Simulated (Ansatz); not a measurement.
Single points on GaH2F.

```yaml
crystal:
  periodic: [false, false, false]
  atoms:
    - {symbol: Ga, position_ang: [0.064658, 0.107570, -0.000269]}
    - {symbol: H, position_ang: [1.607926, -0.086837, 0.014588]}
    - {symbol: H, position_ang: [-0.831079, 1.379179, -0.019011]}
    - {symbol: F, position_ang: [-0.841515, -1.399911, 0.004681]}
basis:
  gaussian: {orbitals: def2-TZVP, initial_orbitals: start.molden}
hamiltonian: {xc: {name: BHLYP}, dispersion: d4}
scf: {omitted_lower_state_checks: [starts]}
output: {orbitals: {seedname: orbitals}}
```

The file start.molden holds the orbitals of an earlier run on this structure, at another level or in another basis.

```sh
$ ansatz run in.yaml --threads 4 --pin off --events-out ev --progress --plain --max-ram 3916MiB
```

It prints (some lines left out):

```
Functional definition: BHLYP
716 factors; their error is unknown
mean field evaluation 1: about -55127.2275 eV, gradient 8.0e0 eV
mean field evaluation 2: about -55127.2921 eV, gradient 1.3e-1 eV
mean field evaluation 4: about -55127.7043 eV, gradient 4.5e-4 eV
mean field evaluation 8: about -55127.7043 eV, gradient 6.1e-6 eV
mean field -55127.70427884 eV, -2025.9057653472 hartree, gradient 6.1e-6 eV, S^2 0.000000; 0 other end points of the search recorded, 0 dependent functions left out
reference -55127.70441333 eV, -2025.9057702899 hartree; 21, 21 occupied and 70, 70 virtual orbitals, 716 factors
Total energy: -55127.75388242 eV, -2025.9075882453 hartree
Checks for a lower state left out: starts
```

Run time 0.5 s (4 threads of Arm Neoverse V1 on a shared host).

The first input with `hamiltonian: {xc: r2scan, dispersion: d4}` (abridged; 0.95 s):

```
Functional definition: r2SCAN
mean field -55127.95315225 eV, -2025.9149112765 hartree, gradient 6.0e-6 eV, S^2 0.000000
Total energy: -55127.96147174 eV, -2025.9152170121 hartree
Checks for a lower state left out: starts
```

As the first input, with `hamiltonian: {xc: pbe}`, `correlation: {method: rpa}` and without the key `output` (abridged; 0.7 s):

```
Functional definition: PBE
mean field -55118.71642459 eV, -2025.5754677957 hartree, gradient 3.2e-6 eV, S^2 0.000000
10 core orbitals not correlated: weight in the atoms' cores, before any rotation towards them, 1.000 or more for the frozen orbitals, at most 0.000 for the correlated occupied ones
Total energy: -55092.72898080 eV, -2024.6204468513 hartree
Checks for a lower state left out: starts
```

As the first input, with `hamiltonian: {xc: {name: wB97X-V}}` (abridged; 1.1 s):

```
Functional definition: wB97X-V
mean field -55123.65616204 eV, -2025.7569997990 hartree, gradient 2.5e-5 eV, S^2 0.000000
Total energy: -55123.65616037 eV, -2025.7569997374 hartree
Checks for a lower state left out: starts
```

First input, but with `hamiltonian: {xc: hf}` (abridged; 0.25 s):

```
Functional definition: HF
mean field -55073.81049277 eV, -2023.9252052397 hartree, gradient 1.3e-5 eV, S^2 0.000000
Total energy: -55073.81049277 eV, -2023.9252052397 hartree
Checks for a lower state left out: starts
```

As the first input, with `hamiltonian: {xc: {name: B3LYP}, dispersion: d4}` (abridged; 0.5 s):

```
Functional definition: B3LYP
mean field -55130.90892214 eV, -2026.0235338164 hartree, gradient 2.2e-5 eV, S^2 0.000000
Total energy: -55130.97217615 eV, -2026.0258583582 hartree
Checks for a lower state left out: starts
```

As the first input, with `correlation: {method: mp2}` and without the key `hamiltonian` (abridged; 0.35 s):

```
Functional definition: HF
mean field -55073.81115574 eV, -2023.9252296035 hartree, gradient 3.5e-6 eV, S^2 0.000000
10 core orbitals not correlated: weight in the atoms' cores, before any rotation towards them, 1.000 or more for the frozen orbitals, at most 0.000 for the correlated occupied ones
second order -13.03865254 eV of doubles, -0.00000000 eV of singles
Total energy: -55086.84980828 eV, -2024.4043912465 hartree
Checks for a lower state left out: starts
```

Geometry: PBE0-D4/def2-TZVP.

B3LYP takes the VWN-RPA correlation. Correlated methods freeze 10 core orbitals; core or outer-core shells of Ga are correlated, in sets that lack core-valence functions.
